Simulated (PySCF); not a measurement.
Compound: C₇H₁₂.
Cartesian coordinates in Å at the PBE0-D3(BJ)/def2-SVP level; atoms count from 1:
```xyz
19
C7H12 angstrom
C     -1.4322   -0.2771    0.8514
C     -1.3417   -0.5022   -0.6523
C      0.0022   -1.1243   -1.0231
C      1.1853   -0.4014   -0.4171
C      1.3641    1.0771   -0.5755
C      0.9877    0.5154    0.7679
C     -0.4100    0.7535    1.3249
H     -2.4464    0.0427    1.1395
H     -1.2515   -1.2395    1.3631
H     -1.4812    0.4591   -1.1791
H     -2.1570   -1.1572   -0.9980
H      0.1147   -1.1797   -2.1194
H      0.0121   -2.1669   -0.6595
H      2.1101   -0.9877   -0.4141
H      0.5913    1.6348   -1.1147
H      2.3751    1.4669   -0.7205
H      1.7876    0.5031    1.5145
H     -0.3701    0.7574    2.4251
H     -0.7547    1.7612    1.0339
```

Computed with PySCF at PBE0/pcSseg-1 and wB97X-D/def2-SVPD, non-relativistic, on one gas-phase PBE0-D3(BJ)/def2-SVP geometry that isn't relaxed in the solvent. The solvent is an IEF-PCM continuum (van der Waals radii × 1.2). Specific hydrogen bonds and non-electrostatic terms are outside this model.

Gas phase at PBE0/pcSseg-1: HOMO -7.53 eV, LUMO 1.35 eV, dipole 0.19 D.

What does the continuum do to the energy, the frontier levels and the dipole at PBE0/pcSseg-1 in benzene and water?

| solvent | ε | E(solvent) − E(gas) (kJ/mol) | polarisation term (kJ/mol) | distortion of the solute (kJ/mol) | HOMO (eV) | LUMO (eV) | dipole (D) |
| --- | --- | --- | --- | --- | --- | --- | --- |
| benzene | 2.271 | -1.89 | -1.92 | 0.03 | -7.49 | 1.42 | 0.22 |
| water | 78.36 | -4.41 | -4.63 | 0.22 | -7.48 | 1.47 | 0.25 |

Polarisation term: ½ Σ q·V over the induced surface charges. Distortion: the rise of the solute's own energy as its density leaves the gas-phase optimum. From benzene to water the lowering changes by a factor 2.34, Onsager's factor (ε − 1)/(2ε + 1) by 2.14 and ε itself by 34.5.

Gas phase at wB97X-D/def2-SVPD: HOMO -9.39 eV, LUMO 2.46 eV, dipole 0.17 D.

What does the continuum do to the energy, the frontier levels and the dipole at wB97X-D/def2-SVPD in benzene and water?

```tsv
solvent	ε	E(solvent) − E(gas) (kJ/mol)	polarisation term (kJ/mol)	distortion of the solute (kJ/mol)	HOMO (eV)	LUMO (eV)	dipole (D)
benzene	2.271	-1.87	-1.92	0.05	-9.34	2.53	0.20
water	78.36	-4.40	-4.68	0.28	-9.32	2.58	0.23
```

How does the static polarisability (wB97X-D/def2-SVPD, frozen core, with the continuum's full static response) change?

| medium | isotropic (au) | principal values (au) | ⟨r²⟩ of the electrons (bohr²) |
| --- | --- | --- | --- |
| gas | 76.9 | 70.2, 79.6, 81.0 | 713.0 |
| benzene | 88.5 | 81.5, 91.5, 92.3 | 712.9 |
| water | 107.1 | 102.6, 108.8, 110.0 | 712.8 |

The isotropic value in water is 1.39 times the gas-phase one; no cavity-field correction is applied. ⟨r²⟩ is taken about the centre of nuclear charge.

Hardware: Arm Neoverse V1, one thread, no GPU, shared host. Cost: 22 s of wall time. This is the whole shielding run at PBE0/pcSseg-1 in water, SCF included.

Note: wB97X-D ran without an empirical dispersion term, which enters the total energy and its gradient alone.
